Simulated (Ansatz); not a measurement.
This geometry of C2H6LiN (10 atoms, charge 0, multiplicity 1) is a first-order saddle point.

Level of theory: RKS BLYP-D4/def2-SVP in Ansatz 0.2.0.

```xyz
10
Properties=species:S:1:pos:R:3
Li -1.785 -1.345 -0.020
N -0.472 -0.182 -0.366
C 0.253 1.019 -0.742
C 0.022 -0.879 0.946
H -0.147 1.447 -1.688
H 0.166 1.801 0.056
H 1.348 0.846 -0.891
H -0.036 -1.412 -0.230
H -0.397 -0.468 1.901
H 1.131 -0.877 1.037
```

Question: Which two structures does it join? (They come from a converged band through this point; their orientation in space is the band's.)

Answer: Bonds broken: C4–H8. Bonds formed: Li1–C4, N2–H8.

Initial state:

```xyz
10
Properties=species:S:1:pos:R:3
Li -1.799 -0.996 -1.218
N -0.481 -0.271 -0.329
C 0.115 1.019 -0.615
C 0.188 -0.872 0.809
H -0.375 1.515 -1.486
H 0.046 1.746 0.244
H 1.214 0.963 -0.857
H -0.245 -1.868 1.063
H 0.127 -0.250 1.747
H 1.292 -1.038 0.646
```

Final state:

```xyz
10
Properties=species:S:1:pos:R:3
Li -1.829 -1.266 0.361
N -0.305 -0.374 -0.376
C 0.218 0.982 -0.642
C -0.050 -0.965 1.016
H -0.017 1.305 -1.680
H -0.264 1.700 0.053
H 1.320 1.057 -0.484
H 0.123 -1.014 -1.061
H -0.098 -0.105 1.727
H 0.986 -1.369 1.089
```

Question: How far does it lie above each of them?

Answer: 2.68 eV above the first and 2.00 eV above the second. This is the barrier of this one path; another mechanism may lie lower. The orbitals stay closed-shell, which can raise the energy where a bond breaks towards radicals; this wasn't checked here.

Time of the run: 2.4 min on 2 threads of Arm Neoverse V1, on a shared host, peak memory 0.12 GiB.
